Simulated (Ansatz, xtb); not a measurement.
System: sum formula GaOH, charge 1, multiplicity 2. 
Coordinates optimised at B3LYP-D3(BJ)/def2-TZVP (Ansatz, a first-principles code):
```
O
H 1 0.9772
Ga 1 1.7959 2 116.73
```
Charge +1, spin multiplicity 2.

Harmonic wavenumbers from GFN2-xTB (xtb, at its own minimum), cm⁻¹: 451, 666, 3342.

**Question.** Give the harmonic wavenumbers at B3LYP-D3(BJ)/def2-TZVP (Ansatz, finite differences of forces, unscaled).

**Answer.** 551, 819, 3667 cm⁻¹. Zero-point energy 7.2 kcal/mol.

**Question.** From these and the geometry, give the ideal-gas thermochemistry at 298.15 K and 1 atm (rigid rotor, harmonic oscillator).

**Answer.** Point group Cs, rotational symmetry number 1. Rotational constants 724, 11.08, 10.91 GHz. S(trans) 39.29, S(rot) 18.85, S(vib) 0.73, S(elec, spin only) 1.38, S 60.3 cal/(mol K). H(298) - H(0) 2.53 kcal/mol; G - E(el) -8.2 kcal/mol.
